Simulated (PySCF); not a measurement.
Excitation energy of Al by level of theory

Al [Ne] 3s2 3p1 (2P) → Al [Ne] 3s1 3p1 4s1 (4P), as a difference of total energies. All numbers are calculated (PySCF 2.14, no relativity, point nucleus, in dyall-acv3z (19s12p6d4f, 113 functions)). Correlated levels: valence: [Ne] frozen; valence and next inner shell: 1s2 frozen; virtual orbitals above 40 to 60 times the deepest correlated orbital energy dropped. The calculations carry no spin-orbit coupling.

```csv
method,excitation energy (eV)
UHF,6.352
LDA,7.559
PBE,7.464
PBE0,7.410
r2SCAN,7.297
TPSSh,7.516
B97-3,7.698
r2SCAN0,7.317
MP2 (valence),7.196
SCS-MP2 (valence),7.449
MP2 (valence and next inner shell),7.354
SCS-MP2 (valence and next inner shell),7.570
```

Problem. How much does correlation contribute at MP2 (valence and next inner shell)?

Solution. 7.354 − (6.352) = 1.002 eV, measured against UHF.

The upper state lies above the first ionisation limit, but in LS coupling its spin forbids autoionisation to the ground ion. A Rydberg-like electron needs more diffuse functions than a valence basis has.

The promoted electron is Rydberg-like, and one or two diffuse shells describe it only roughly, which tends to raise the upper state.
